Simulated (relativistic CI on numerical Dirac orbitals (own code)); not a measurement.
Computed by Dirac-Coulomb-Breit CI, separate exchange-only KLI orbitals for each configuration, model QED, unscaled Slater integrals (own radial code, finite nucleus).

The strongest absorption lines from the ground level of an ion, among the configurations computed and to levels below about 558 eV (vacuum wavelength in nm, gf): 2.6810 (0.22), 3.7913 (0.15), 3.8567 (12), 3.8883 (7.2), 4.0904 (9.7), 4.5122 (0.27), 4.7229 (0.2), 4.7759 (0.29).

(1) Which ion is it?
A. Ra XLII
B. Pb XXXVI
C. At XXXIX
D. Pb XXXVIII

Results:

(1) B. Pb XXXVI has 47 electrons and the ground level 4s2.4p6.4d10.4f 2F°_5/2; the strongest line goes to 4s2.4p6.4d9.4f2 2F_5/2. The pattern of lines fixes the number of electrons, and along that sequence the line energies rise steadily with the charge (about as its square where n changes within one kind of shell, about linearly where n is kept but much faster in heavy ions where fine structure, which grows about as Z⁴, sets the gap, and irregularly where shells cross), which fixes Z. Configurations outside the model, such as inner-shell arrays, can give stronger lines. At this charge energies of transitions that change n are usually good to better than 1 %, and those within a shell (Δn = 0) to a few per cent.

LS names give the leading component of a level, which can be under half, so a name can repeat, a term be missing and a line seem to break the LS rules.
